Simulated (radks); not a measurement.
All-electron atom: Cr+ in [Ar] 3d5 (the NIST ground configuration).

Calculated with a radial shooting solver on a logarithmic mesh with Libxc functionals: Dirac Kohn-Sham, PBE, spin-unpolarised, spherical densities, finite nucleus; open shells are shared between the two j in proportion to 2j + 1; Fermi nuclear charge, rms radius 3.6452 fm.

Energy parts (hartree):
| part | energy |
|---|---|
| total | -1050.28681 |
| kinetic | 1062.61655 |
| electron-nucleus | -2502.42685 |
| Hartree | 438.04115 |
| exchange-correlation | -48.51766 |

Orbitals (lengths in bohr, moments of r in powers of bohr):
orbital	occ.	eigenvalue (hartree)	<r^2>	<r^4>	<r>
1s1/2	2	-216.3381	0.005431	0.00007590	0.06355
2s1/2	2	-24.75999	0.1014	0.01806	0.2929
2p1/2	2	-21.06177	0.08197	0.01379	0.2579
2p3/2	4	-20.74387	0.08366	0.01431	0.2607
3s1/2	2	-2.97552	0.9431	1.455	0.9032
3p1/2	2	-1.95291	1.094	2.135	0.9619
3p3/2	4	-1.91575	1.115	2.219	0.9711
3d3/2	2	-0.36466	2.719	21.64	1.412
3d5/2	3	-0.36172	2.749	22.14	1.419

The highest occupied level is 3d5/2 at -9.843 eV. For comparison, the ionisation energy in NIST's Atomic Spectra Database is 16.486 eV (measured). In exact Kohn-Sham theory the highest level is minus the ionisation energy, but local and semilocal functionals leave it too shallow, through self-interaction and a potential that decays too fast; potentials with the right tail come closer.

Beside tabulated values, note that spin-unpolarised runs miss the spin-polarisation part of the exchange energy of open shells.
